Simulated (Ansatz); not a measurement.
A run for Ansatz (a program for electronic structure): U-B2PLYP/def2-TZVPP on TeN, 2S+1 = 2, a spin state set in the input, which need not be the lowest, a point of a bond scan (R = 1.860 Å). Elements past Kr take the def2 small-core potentials; no spin–orbit coupling.

Ansatz 0.2 input:
```yaml
crystal:
  periodic: [false, false, false]
  atoms:
    - {symbol: N, position_ang: [0.00000000, 0.00000000, 0.00000000]}
    - {symbol: Te, position_ang: [0.00000000, 0.00000000, 1.85979400]}
basis:
  gaussian:
    orbitals: def2-TZVPP
    pivot_positions_ang: [[0.00000000, 0.00000000, 0.00000000], [0.00000000, 0.00000000, 1.85979400]]
hamiltonian:
  xc: {name: B2PLYP}
magnetization: {spin_polarized: true, initial_magnetization: 1}
correlation: {electrons: valence}
output: {orbitals: {seedname: ./end}}
```

### Question
Predict the final total energy.

### Answer
-322.4751 hartree. Its determinant has ⟨S²⟩ = 1.26, a mixture of spin states.

### Question
How many basis functions does it have, and what does it roughly cost on one machine?

### Answer
81 functions; around 9 core-seconds (rough).
